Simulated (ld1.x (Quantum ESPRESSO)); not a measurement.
Before and after: TM potential for hydrogen

```json
{
  "Element": "hydrogen (H)",
  "Generator": "ld1.x (Quantum ESPRESSO) 7.5",
  "Type": "norm-conserving Troullier–Martins (Kleinman–Bylander form)",
  "Functional": "BLYP",
  "Relativity": "scalar-relativistic",
  "Frozen core": "none",
  "Valence charge": "1",
  "Reference configuration": "1s1",
  "Partial waves": "2p channel at 0.3 Ry: rc 1.10 bohr; 1s (bound): rc 1.15 bohr",
  "Local potential": "the s channel",
  "Core correction": "none"
}
```

All-electron outer shells of the reference configuration (BLYP, scalar-relativistic, ld1.x):

```json
{"shell": "1s", "level (eV)": "-6.53", "outermost node (bohr)": "–", "outermost maximum (bohr)": "1.01"}
```

Change: all radii scaled by about 1.24 (s 1.42, p 1.36 bohr).

Cutoffs: the cutoffs (Ry, on a coarse ladder) from which the occupation-weighted sum of valence levels, in a spherical-Bessel basis at the reference potential, stays within 10 and 1 mRy of its value at 400 Ry; they do not see the model core or the augmentation charge, which bear on the density cutoff. Errors are all-electron minus pseudo energies relative to the spin-unpolarised reference configuration.

What does the change do?

The potential gets softer (21 Ry and 40 Ry → 18 Ry and 30 Ry); neither file shows a bound ghost. A larger radius leaves more room for a smooth pseudo-wave, so fewer plane waves are needed.

```
                         quantity   base  changed
                    cutoff, loose  21 Ry    18 Ry
                    cutoff, tight  40 Ry    30 Ry
                     bound ghosts   none     none
error for 1s0.5, meV [ΔE 4.78 eV]   -8.1     -6.1
```
